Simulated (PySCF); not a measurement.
C3H5Cl2F, SMILES C[C@@H](F)C(Cl)Cl.

Geometry: PBE0-D3(BJ)/def2-SVP. The structure was generated by enumeration; whether it is a known compound was not checked. One conformer was computed; it need not be the lowest.

Level of theory: PySCF 2.14.0 with TDDFT-PBE0/def2-SVPD.

Vertical excitations. Gas-phase values at a fixed geometry.

```tsv
state	energy (eV)	λ (nm)	f	main pairs
S1	6.91	179	0.002	HOMO→LUMO 90 %
S2	7.07	175	0.027	HOMO−1→LUMO 87 %
S3	7.36	168	0.001	HOMO−2→LUMO 78 %
S4	7.61	163	0.011	HOMO−3→LUMO 58 %, HOMO−1→LUMO+1 22 %, HOMO−1→LUMO+2 11 %
S5	7.80	159	0.002	HOMO→LUMO+1 62 %, HOMO−2→LUMO 19 %, HOMO→LUMO+2 11 %
S6	7.90	157	0.002	HOMO−1→LUMO+1 48 %, HOMO−3→LUMO 37 %, HOMO−1→LUMO+2 10 %
S7	8.14	152	0.024	HOMO→LUMO+2 68 %, HOMO→LUMO+1 14 %
S8	8.21	151	0.019	HOMO−1→LUMO+2 66 %, HOMO−1→LUMO+1 17 %, HOMO→LUMO+2 11 %
S9	8.31	149	0.003	HOMO−2→LUMO+1 75 %, HOMO−2→LUMO+2 17 %
S10	8.49	146	0.007	HOMO−4→LUMO 65 %, HOMO−3→LUMO+1 26 %
T1	6.27	198	0	HOMO−1→LUMO 67 %, HOMO→LUMO 23 %
T2	6.31	196	0	HOMO→LUMO 64 %, HOMO−1→LUMO 23 %
T3	6.61	188	0	HOMO−2→LUMO 63 %, HOMO→LUMO+1 15 %, HOMO→LUMO+2 13 %
T4	6.80	182	0	HOMO−3→LUMO 62 %, HOMO−1→LUMO+1 16 %, HOMO−1→LUMO+2 12 %
```
Triplets are in the Tamm–Dancoff approximation, which puts them higher than full response would, so one can lie above its singlet here.
